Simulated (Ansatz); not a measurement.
`[SeH][SnH2][SeH]` + `[F][AlH2]` → `[F][AlH][SeH]` + `[SeH][SnH3]` at 400 K and 1 bar (formal exchange of groups at the Se–Sn bond).

Program: Ansatz. Geometries: PBE0-D4/def2-TZVP. ΔE: electronic, gas phase. CCSD(T)/CBS adds triple-zeta CCSD(T) − MP2 to the extrapolated MP2 energy (def2 sets, frozen cores). This one scheme is used for every species. Elements past krypton have def2 core potentials. For Se, Sn outer-core shells are correlated without core-valence functions, which leaves a few kJ/mol of doubt a bond. Scalar relativity is left out up to krypton. One conformer a species, not always the lowest.

| species | CCSD(T)/CBS energy (Eh) | H − E (kJ/mol) | S (J/(mol·K)) |
| --- | --- | --- | --- |
| `[SeH][SnH2][SeH]` | -5017.88675 | 109.8 | 419.2 |
| `[F][AlH2]` | -343.06661 | 56.6 | 256.1 |
| `[F][AlH][SeH]` | -2743.83001 | 69.4 | 328.0 |
| `[SeH][SnH3]` | -2617.13827 | 97.4 | 338.5 |

H − E and S are ideal-gas, rigid-rotor, harmonic terms from PBE0-D4/def2-TZVP, for one conformer and one mirror image of each species. 1 Eh = 2625.50 kJ/mol, R = 8.31446 J/(mol·K).

**Question.** By hand: ΔE, ΔH, ΔS and ΔG.

**Answer.** ΔE = (-2743.83001) + (-2617.13827) − (-5017.88675) − (-343.06661) = -0.01492 Eh = -39.2 kJ/mol. Δ(H − E) = 69.4 + 97.4 − 109.8 − 56.6 = 0.4, so ΔH = -38.8 kJ/mol. ΔS = 328.0 + 338.5 − 419.2 − 256.1 = -8.8 J/(mol·K). ΔG = -38.8 − 400 × (-8.8)/1000 = -35.3 kJ/mol.

**Question.** By hand: the equilibrium constant, and the temperature at which ΔG would vanish if ΔH and ΔS stayed fixed.

**Answer.** log₁₀ K = −ΔG/(RT ln 10) = 4.6. ΔG = 0 at ΔH/ΔS = 4409 K, far beyond where these terms or the molecules hold.

The number of gas molecules stays the same, so ΔS is small and ΔH decides. A doubt of 5 kJ/mol in ΔE shifts log₁₀ K by 0.7 here. Other conformers and mirror images would add mixing entropy, several J/(mol·K) or more a flexible species. Modes under 60 cm⁻¹, often nearly free rotors, make the harmonic entropy too high. These are equilibria of isolated gas molecules and say nothing of rates. Largest T1 diagnostic: 0.012 (customary marks: 0.02 for closed shells, 0.045 for open ones).
